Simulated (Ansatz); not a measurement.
Ansatz (an electronic-structure program) input (CCSD(T)/aug-cc-pV(D+d)Z):
A basis named .json is the Basis Set Exchange file of that set.

Ansatz 0.2 input:
```yaml
crystal:
  periodic: [false, false, false]
  atoms:
    - {symbol: Si, position_ang: [-0.01883799, 0.39860020, 0.35036650]}
    - {symbol: O, position_ang: [-1.25389781, -0.58343331, -0.10569582]}
    - {symbol: C, position_ang: [-2.63263587, -0.28288189, 0.04123903]}
    - {symbol: O, position_ang: [1.32249704, -0.33769656, -0.24658020]}
    - {symbol: C, position_ang: [2.62741017, 0.21908627, -0.24779002]}
    - {symbol: H, position_ang: [-0.18350331, 1.75213296, -0.29594732]}
    - {symbol: H, position_ang: [-3.19774343, -1.04197047, -0.49855009]}
    - {symbol: H, position_ang: [-2.93194876, -0.30340184, 1.09261735]}
    - {symbol: H, position_ang: [-2.87614556, 0.69894747, -0.37681053]}
    - {symbol: H, position_ang: [3.26614344, -0.43207332, -0.84356211]}
    - {symbol: H, position_ang: [2.63593842, 1.21982847, -0.69100438]}
    - {symbol: H, position_ang: [3.03355164, 0.27794648, 0.76564002]}
basis:
  gaussian:
    orbitals: aug-cc-pV_D+d_Z.json
magnetization: {spin_polarized: true, initial_magnetization: 1}
correlation: {method: ccsd_t, electrons: outside_noble_gas}
output: {forces: true}
```

End of the output:

```
cycle   1  -21.74035775 eV  change   -6.0e-1 eV  update   1.2e-1
cycle   2  -22.32047302 eV  change   -5.8e-1 eV  update   3.5e-2
cycle   3  -22.49300268 eV  change   -1.7e-1 eV  update   2.0e-2
cycle   4  -22.48991568 eV  change    3.1e-3 eV  update   6.3e-3
cycle   5  -22.48726811 eV  change    2.6e-3 eV  update   3.4e-3
cycle   6  -22.48847004 eV  change   -1.2e-3 eV  update   1.3e-3
cycle   7  -22.48834160 eV  change    1.3e-4 eV  update   5.4e-4
cycle   8  -22.48834728 eV  change   -5.7e-6 eV  update   2.0e-4
cycle   9  -22.48842817 eV  change   -8.1e-5 eV  update   8.7e-5
cycle  10  -22.48840581 eV  change    2.2e-5 eV  update   3.7e-5
cycle  11  -22.48840540 eV  change    4.1e-7 eV  update   1.7e-5
cycle  12  -22.48841747 eV  change   -1.2e-5 eV  update   7.7e-6
cycle  13  -22.48842018 eV  change   -2.7e-6 eV  update   3.3e-6
perturbative correction -0.69924510 eV, -0.0256967836 hartree
the calculation of the forces begins
1.07 GiB of device memory are held for the factors and their scratch space
Total energy: -14132.90191683 eV, -519.3745658186 hartree
Atom 0 at    -0.018838     0.398600     0.350367 Å, force    -0.065249     0.977286     0.514102 eV/Å
Atom 1 at    -1.253898    -0.583433    -0.105696 Å, force    -0.038141    -0.769703    -0.332514 eV/Å
Atom 2 at    -2.632636    -0.282882     0.041239 Å, force    -0.029634     0.101839     0.061528 eV/Å
Atom 3 at     1.322497    -0.337697    -0.246580 Å, force     0.146732    -0.752933    -0.341797 eV/Å
Atom 4 at     2.627410     0.219086    -0.247790 Å, force     0.016453     0.106569     0.058392 eV/Å
Atom 5 at    -0.183503     1.752133    -0.295947 Å, force    -0.007029     0.080165     0.014015 eV/Å
Atom 6 at    -3.197743    -1.041970    -0.498550 Å, force    -0.227512    -0.314611    -0.227444 eV/Å
Atom 7 at    -2.931949    -0.303402     1.092617 Å, force    -0.121549    -0.013036     0.446559 eV/Å
Atom 8 at    -2.876146     0.698947    -0.376811 Å, force    -0.097362     0.414530    -0.182188 eV/Å
Atom 9 at     3.266143    -0.432073    -0.843562 Å, force     0.257546    -0.271013    -0.249880 eV/Å
Atom 10 at     2.635938     1.219828    -0.691004 Å, force    -0.002269     0.421528    -0.192000 eV/Å
Atom 11 at     3.033552     0.277946     0.765640 Å, force     0.168015     0.019378     0.431229 eV/Å
Dipole moment:    -0.019822     0.235572     0.048898 e Å
```

It need not be the lowest isomer of its formula.
